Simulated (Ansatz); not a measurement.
C3H12BNO, SMILES `C[NH2+][B-](C)(C)O`. The species carries charge 0 and has multiplicity 1. The geometry is a stationary point of PBE0-D4/def2-TZVP. It is one conformer, not always the lowest.

```xyz
18

C    -1.101    1.685    0.614
N     0.105    1.157   -0.029
B     0.101   -0.512   -0.384
C     1.532   -0.727   -1.094
C    -0.095   -1.290    1.015
O    -0.992   -0.642   -1.323
H    -1.079    2.773    0.692
H    -1.959    1.378    0.018
H    -1.190    1.253    1.610
H     0.932    1.372    0.518
H     0.230    1.593   -0.939
H     1.651   -1.780   -1.368
H     2.390   -0.472   -0.459
H     1.628   -0.156   -2.027
H    -1.080   -1.139    1.476
H     0.006   -2.367    0.847
H     0.657   -1.030    1.769
H    -1.738   -1.097   -0.935
```

(1) What is the dipole moment at ωB97M-V/def2-TZVPP? (Estimate.)

(2) And with PBE, r2SCAN, B3LYP? (An estimate is asked.)

(3) Give the Mulliken charges with ωB97M-V, r2SCAN, PBE in def2-TZVPP. (Best estimate.)

Answers

(1) The calculation gave: 4.49 D, with components (-0.59, 3.91, 2.13) D in this frame, pointing from negative to positive charge.

(2) Computed: PBE 4.37 D, r2SCAN 4.44 D, B3LYP 4.48 D.

(3) Computed: 
| atom | ωB97M-V | r2SCAN | PBE |
| --- | --- | --- | --- |
| C1 | -0.26 | -0.12 | -0.22 |
| N2 | -0.03 | 0.02 | -0.02 |
| B3 | 0.16 | 0.27 | 0.15 |
| C4 | -0.42 | -0.32 | -0.39 |
| C5 | -0.47 | -0.34 | -0.42 |
| O6 | -0.39 | -0.44 | -0.36 |
| H7 | 0.14 | 0.07 | 0.11 |
| H8 | 0.14 | 0.09 | 0.11 |
| H9 | 0.14 | 0.08 | 0.11 |
| H10 | 0.13 | 0.13 | 0.15 |
| H11 | 0.15 | 0.15 | 0.17 |
| H12 | 0.10 | 0.05 | 0.09 |
| H13 | 0.08 | 0.02 | 0.06 |
| H14 | 0.09 | 0.03 | 0.07 |
| H15 | 0.08 | 0.02 | 0.06 |
| H16 | 0.11 | 0.06 | 0.09 |
| H17 | 0.10 | 0.04 | 0.07 |
| H18 | 0.15 | 0.18 | 0.16 |

B3LYP here is the variant with VWN-RPA as its local correlation; programs differ in this.
